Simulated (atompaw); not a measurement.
## Pb (Z = 82): one change to a PAW (atompaw) potential, before and after

| Quantity | Value |
| --- | --- |
| Element | lead |
| Generator | atompaw 4.2.0.5 |
| Type | PAW |
| Functional | PBE |
| Relativity | scalar-relativistic |
| Frozen core | [Xe] 4f14 |
| Valence charge | 14 |
| Reference configuration | 5d10 6s2 6p1 (charge +1) |
| Partial waves | 6s (bound): rc 2.80 bohr; 6s channel at -0.95 Ry: rc 2.80 bohr; 6p (bound): rc 2.80 bohr; 6p channel at -0.05 Ry: rc 2.80 bohr; 5d (bound): rc 2.80 bohr; 5d channel at -1 Ry: rc 1.25 bohr |
| Local potential | ultrasoft scheme with l = 3 at 0 Ry, radius 2.75 bohr |
| Core correction | smooth core density matched at 2.60 bohr |
| Augmentation charge | besselshape compensation charge, radius 2.35 bohr; PAW radius 2.80 bohr; waves and projectors: custom rrkj gramschmidtortho |

All-electron outer shells of the reference configuration (PBE, scalar-relativistic, ld1.x):

| shell | level (eV) | outermost node (bohr) | outermost maximum (bohr) |
| --- | --- | --- | --- |
| 5p | -93.54 | 0.49 | 0.88 |
| 5d | -28.85 | 0.52 | 1.07 |
| 6s | -19.23 | 1.01 | 1.95 |
| 6p | -9.86 | 1.18 | 2.50 |

Change: all radii scaled by about 1.11 (s 3.10, p 3.10, d 3.10 bohr); local potential ultrasoft scheme with l = 3 at 0 Ry, radius 3.04 bohr; augmentation besselshape compensation charge, radius 2.60 bohr; PAW radius 3.10 bohr; waves and projectors: custom rrkj gramschmidtortho; core correction smooth core density matched at 2.88 bohr.

Cutoffs: the cutoffs (Ry, on a coarse ladder) from which the occupation-weighted sum of valence levels, in a spherical-Bessel basis at the reference potential, stays within 10 and 1 mRy of its value at 400 Ry; they do not see the model core or the augmentation charge, which bear on the density cutoff.

Question: What does the change do?

Answer: The potential gets softer (15 Ry and 21 Ry → 10 Ry and 18 Ry); neither file shows a bound ghost. A larger radius leaves more room for a smooth pseudo-wave, so fewer plane waves are needed.

| quantity | base | changed |
| --- | --- | --- |
| cutoff, loose | 15 Ry | 10 Ry |
| cutoff, tight | 21 Ry | 18 Ry |
| loose cutoff by channel (10 mRy a level) | s 6 Ry, p 6 Ry, d 10 Ry | s 6 Ry, p 6 Ry, d 8 Ry |
| bound ghosts | none | none |
| lowest overlap eigenvalue by channel | s 0.29, p 0.53, d 0.01 | s 0.27, p 0.55, d 0.27 |

 The cutoffs see the waves, projectors and local potential, not the compensation charge or the core.
